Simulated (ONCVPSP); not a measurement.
**Logarithmic derivatives: manganese (Mn), ONCV**

ONCVPSP 4.0.1 input, shortened (lines: element, Z, core and valence counts, functional; n l f; lmax; l rc ep ncon nbas qcut; lloc lpopt rc5 dvloc0; l nproj debl; icmod fcfact rcfact), revPBE, scalar-relativistic:

```
  Mn 25.00    3    4  -102130      upf
    1    0    2.00
    2    0    2.00
    2    1    6.00
    3    0    2.00
    3    1    6.00
    3    2    5.00
    4    0    1.75
    3
    0    1.40    0.00    4    9    7.30
    1    1.30    0.00    4    9    9.80
    2    1.25    0.00    4    8   11.00
    3    1.50    0.24    4    7    7.10
    4    5    0.85    0.00
    0    2    2.70
    1    2    2.10
    2    1    0.80
    3    3    1.90
    1    0.75    0.00
```

The phase is arctan(r·R′/R) of the radial function R(r), unwrapped; energies in Ha, scanned from -5 to 5 Ha. A pole is an energy at which the radial function vanishes at the test radius. The pseudo phase is shifted by a multiple of π to meet the all-electron one at the reference energy, and phase errors are pseudo minus all-electron; the curves can meet again beyond the range given. Levels narrower than the energy grid can be missing from the lists of poles.

Task: For each channel, where are the poles, and over which energies does the pseudopotential scatter like the atom?

Result:

```csv
channel,radius (bohr),reference energy (Ha),"poles, all-electron","poles, pseudo",unbroken range about the reference energy with phases within 0.05 rad,phase error 1 Ha above the reference energy (rad)
s,1.42,-0.24,-2.65,-2.65,the whole range,-0.001
p,1.32,-2.08,-1.04,-1.04,the whole range,-0.000
d,1.27,-0.32,1.04,1.08,below 2.7,+0.005
f,1.52,0.24,none,none,the whole range,+0.000
```

Phases in the s channel:

| E (Ha) | all-electron | pseudo |
| --- | --- | --- |
| -4.96 | 1.034 | 1.034 |
| -4.48 | 0.818 | 0.818 |
| -4.00 | 0.150 | 0.150 |
| -3.52 | -0.998 | -0.998 |
| -3.04 | -1.428 | -1.428 |
| -2.56 | -1.596 | -1.596 |
| -2.08 | -1.694 | -1.694 |
| -1.60 | -1.768 | -1.768 |
| -1.12 | -1.838 | -1.838 |
| -0.64 | -1.913 | -1.913 |
| -0.16 | -2.007 | -2.007 |
| 0.32 | -2.137 | -2.137 |
| 0.80 | -2.337 | -2.337 |
| 1.28 | -2.665 | -2.667 |
| 1.76 | -3.157 | -3.164 |
| 2.24 | -3.662 | -3.671 |
| 2.72 | -4.005 | -4.015 |
| 3.20 | -4.211 | -4.221 |
| 3.68 | -4.340 | -4.350 |
| 4.16 | -4.426 | -4.437 |
| 4.64 | -4.488 | -4.500 |
